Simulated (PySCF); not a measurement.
A geometry optimisation on `c1ccnc(c1)NC`.

Computed with PBE0-D3(BJ)/def2-SVP geometry optimisation, gas phase (PySCF 2.14.0). Start geometry: MMFF94s. The input is one job of a driver script: a line of settings, then coordinates in Å.

Command:
```bash
OMP_NUM_THREADS=1 python probes_run.py task.json out
```

Input:
```
{"job": {"xc": "PBE0", "basis": "def2-SVP", "d3": "d3bj", "grid": 1, "kind": "geom"}, "charge": 0, "multiplicity": 1}
C      2.603823    -0.083776    -0.387169
N      1.340470     0.132632    -1.031736
C      0.113873     0.084122    -0.432687
C     -0.079023    -0.188560     0.916826
C     -1.372790    -0.216154     1.437024
C     -2.446497     0.029758     0.595634
C     -2.173229     0.292929    -0.733032
N     -0.926578     0.323940    -1.255233
H      3.412814     0.018910    -1.117140
H      2.664708    -1.091074     0.037245
H      2.775515     0.651830     0.405220
H      1.299045     0.344053    -2.020547
H      0.760684    -0.380652     1.573773
H     -1.534427    -0.428114     2.489542
H     -3.465853     0.017073     0.962601
H     -2.972537     0.493083    -1.440321
```

Task: Give the output.

Result: 
```
step   0  E = -342.32309488  max force = 0.030886
step   1  E = -342.32356497  max force = 0.016299
step   2  E = -342.32442500  max force = 0.011592
step   3  E = -342.32416863  max force = 0.015830
step   4  E = -342.32497072  max force = 0.005137
step   5  E = -342.32509402  max force = 0.002732
step   6  E = -342.32508917  max force = 0.002680
step   7  E = -342.32519432  max force = 0.000771
step   8  E = -342.32520337  max force = 0.000733
step   9  E = -342.32521237  max force = 0.000646
step  10  E = -342.32522859  max force = 0.000627
step  11  E = -342.32523499  max force = 0.000412
optimisation converged
```

Energies in Eh; «max force» is the largest Cartesian gradient component in Eh/bohr.

Task: At which steps does the energy rise by more than 1e-5 Eh?

Result: At step 3 (+0.26 mEh).

Summary of the converged run: final energy -342.32523 Eh after 11 steps; dipole 1.99 D.

Rough CPU time on one thread of a shared machine: about 90 s.
Labels such as C1 count atoms from 1, the log's own numbers from 0.
